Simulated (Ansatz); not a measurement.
Cost and result for the atomization energy of CH3ClFNOSi (`C=N[Si](O)(F)Cl`) (9 atoms, 8 bonds).

```xyz
9

C     1.171   -1.296   -0.368
N     0.032   -0.879   -0.031
Si   -0.408    0.737    0.321
O    -1.662    1.201   -0.588
F     0.742    1.782    0.016
Cl   -0.821    0.834    2.308
H     1.325   -2.360   -0.580
H     2.057   -0.655   -0.470
H    -2.436    0.636   -0.608
```

Charge 0, multiplicity 1. The geometry is a stationary point of PBE0-D4/def2-TZVP. It is one conformer, not always the lowest. Program: Ansatz. All runs use 4 threads of an Arm Neoverse V2 on a shared host. Times are those of one run each, without the atoms' runs, and a repeat can differ threefold. Electronic energies, without spin–orbit coupling; frozen cores. CCSD(T)/CBS adds CCSD(T) − MP2 in def2-TZVPP to the MP2 limit, and its time is that of the two runs behind it. T1 = 0.012. B3LYP takes the VWN-RPA correlation (the form of Gaussian; ORCA's B3LYP/G). HSE06 is the plane-wave form, built on full-range PBE exchange.

CCSD(T)/CBS is a level of theory with its own doubt, some kJ/mol a heavy atom from the limit and from the frozen cores, so smaller differences don't rank the functionals.

```tsv
level	functions	wall time	atomization (kcal/mol)	difference from CCSD(T)/CBS	per bond
BLYP-D4/def2-TZVPP	250	1.9 s	883.5	-0.9	-0.1
PBE0-D4/def2-TZVPP	250	3 s	878.0	-6.4	-0.8
BHLYP-D4/def2-TZVPP	250	3.2 s	844.1	-40.3	-5.0
HSE06-D4/def2-TZVPP	250	3.3 s	878.8	-5.6	-0.7
r2SCAN-D4/def2-TZVPP (with forces)	250	4.1 s	882.8	-1.6	-0.2
B3LYP-D4/def2-TZVPP (with forces)	250	4.7 s	878.1	-6.3	-0.8
CCSD(T)/def2-SVP	107	5 s	808.1	-76.3	-9.5
B2PLYP/def2-TZVPP	250	5.5 s	871.8	-12.6	-1.6
ωB97X-V/def2-TZVPP	250	7.5 s	884.3	-0.1	0.0
ωB97M-V/def2-TZVPP (with forces)	250	11 s	886.2	1.8	0.2
MP2/def2-QZVPP	458	19 s	903.2	18.8	2.3
CCSD(T)/def2-TZVPP	250	2.8 min	854.1	-30.3	-3.8
CCSD(T)/CBS(def2)	–	3.1 min	884.4	0.0	0.0
```

From BLYP to BHLYP (50 % exact exchange), in def2-TZVPP and without D4, the atomization energy moves by −34.1 kcal/mol: exact exchange takes away binding that semilocal exchange gives to molecules. At CCSD(T), def2-SVP lies −76.3 kcal/mol from the extrapolated value and def2-TZVPP −30.3 kcal/mol: correlation converges slowly with the basis, and small sets miss more of it in the bonded molecule than in its fragments. The D4 term adds +9.1 kcal/mol with B3LYP and +4.8 kcal/mol with PBE0; it sums over pairs of atoms, weighted by their polarisabilities, and B3LYP, whose exchange is more repulsive, gets the larger term.
